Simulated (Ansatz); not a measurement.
`CC[Se][SiH3]`. The species carries charge 0 and has multiplicity 1. The geometry is a stationary point of PBE0-D4/def2-TZVP. It is one conformer, not always the lowest.

```xyz
12

C     1.218   -0.490   -1.728
C     0.106   -0.224   -0.737
Se    0.874    0.303    1.000
Si   -1.094    0.602    2.081
H     1.832    0.400   -1.883
H     0.798   -0.783   -2.694
H     1.870   -1.296   -1.386
H    -0.502   -1.114   -0.574
H    -0.541    0.587   -1.074
H    -0.759    1.022    3.464
H    -1.916    1.648    1.418
H    -1.886   -0.657    2.112
```

Q: What is the dipole moment at r2SCAN/def2-TZVPP? (Estimate.)

A: The calculation gave: 1.60 D, with components (-0.76, -0.41, -1.35) D in this frame, pointing from negative to positive charge.

Q: And with PBE, B3LYP, ωB97M-V? (An estimate is asked.)

A: The calculation gave: PBE 1.51 D, B3LYP 1.51 D, ωB97M-V 1.50 D.

Q: Give the Mulliken charges with r2SCAN, PBE, B3LYP in def2-TZVPP. (An estimate is asked.)

A: The calculation gave: 
```tsv
atom	r2SCAN	PBE	B3LYP
C1	-0.14	-0.25	-0.25
C2	-0.09	-0.19	-0.20
Se3	-0.15	-0.10	-0.11
Si4	0.25	0.16	0.23
H5	0.06	0.09	0.09
H6	0.05	0.09	0.09
H7	0.06	0.09	0.09
H8	0.08	0.12	0.12
H9	0.08	0.12	0.12
H10	-0.06	-0.04	-0.05
H11	-0.07	-0.05	-0.06
H12	-0.07	-0.05	-0.06
```

B3LYP here is the variant with VWN-RPA as its local correlation; programs differ in this.

Program: Ansatz 0.2.0.
